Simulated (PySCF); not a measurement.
Compound: C₂H₆O₃Si.
SMILES with atom numbers: `[O:1]=[CH:2][CH2:3][O:4][SiH2:5][OH:6]` (hydrogens: H7 on C2; H8, H9 on C3; H10, H11 on Si5; H12 on O6)

Level of theory: PBE0-D3(BJ)/def2-SVP geometry optimisation, gas phase in PySCF 2.14.0.

(1) List the bond lengths, angles and torsions at this level.

## Answers

(1) 
```tsv
bond	length (pm)
O1=C2	120.3
C2–C3	150.0
C3–O4	137.2
O4–Si5	168.3
Si5–O6	166.0
C2–H7	111.8
C3–H8, C3–H9	111.1
Si5–H10	149.2
Si5–H11	148.0
O6–H12	96.1
```

Bonds in one row agree within 1 pm and their mean is given. A selection of angles:
```tsv
angle	degrees
O1–C2–C3	122.3
O1–C2–H7	121.5
C3–C2–H7	116.2
C2–C3–O4	113.9
C2–C3–H8	106.5
O4–C3–H8	112.3
H8–C3–H9	105.1
C3–O4–Si5	132.0
O4–Si5–O6	103.9
O4–Si5–H10	110.0
O4–Si5–H11	114.1
O6–Si5–H10	109.8
O6–Si5–H11	103.6
H10–Si5–H11	114.8
Si5–O6–H12	116.3
```

Dihedral angles: O1–C2–C3–O4 4° (synperiplanar); C2–C3–O4–Si5 -15° (synperiplanar); C3–O4–Si5–O6 -171° (antiperiplanar); H12–O6–Si5–O4 61° (synclinal). The mirror-image conformer, all signs reversed, is as good.

O4 (silyl ether oxygen) is bent (angle 132.0°). The C–O distances run from 1.203 Å (O1=C2, drawn double) to 1.372 Å (C3–O4, drawn single), a spread of 0.169 Å. Of the pairs four or more bonds apart, O1···Si5 is among the closest relative to their van der Waals radii: 2.71 Å, 75 % of the sum of Bondi's values. Si5 (oxygen-bound silicon) is distorted tetrahedral (angles from 103.6° to 114.8°). The 2 O–Si bonds span 1.660 Å (Si5–O6, drawn single) to 1.683 Å (O4–Si5, drawn single), a spread of 0.023 Å.

PBE0-D3(BJ)/def2-SVP frequencies: not computed here. The numbers are those of one conformer (O1–C2–C3–O4 4°, C2–C3–O4–Si5 -15°, C3–O4–Si5–O6 -171°, O4–Si5–O6–H 61°).
